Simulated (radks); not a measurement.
All-electron atom: Al in [Ne] 3s2 3p1 (the NIST ground configuration).

Method: non-relativistic Kohn-Sham, LDA (Slater exchange, Perdew-Wang correlation), spin-polarised, spherical densities, point nucleus; open shells are filled with parallel spins first; hard spherical wall at 3 bohr; computed with a radial shooting solver on a logarithmic mesh with Libxc functionals.

Energy parts (hartree):
| part | energy |
|---|---|
| total | -239.94392 |
| kinetic | 244.93203 |
| electron-nucleus | -586.48761 |
| Hartree | 119.61870 |
| exchange-correlation | -18.00704 |

Orbitals (lengths in bohr, moments of r in powers of bohr):
orbital,occ.,eigenvalue (hartree),<r^4>,<r>
1s up,1,-54.49294,0.001005,0.1210
1s down,1,-54.48278,0.001005,0.1210
2s up,1,-3.36236,0.4571,0.6374
2s down,1,-3.35091,0.4535,0.6369
2p up,3,-1.99041,0.5519,0.6166
2p down,3,-1.97591,0.5443,0.6157
3s up,1,0.36465,13.20,1.716
3s down,1,0.41268,13.19,1.715
3p up,1,0.70891,14.01,1.729
3p down,0,0.75680,14.00,1.728
3d up,0,1.12328,13.74,1.758
3d down,0,1.16976,13.70,1.755
4s up,0,2.93244,18.05,1.716
4s down,0,2.96641,18.06,1.716
4p up,0,3.20285,17.13,1.658
4p down,0,3.23631,17.14,1.657

The highest occupied level is 3p up at 19.290 eV. The electron density at the nucleus is 1400 e/bohr^3. The density falls to 0.001 e/bohr^3 at r = 2.84 bohr.
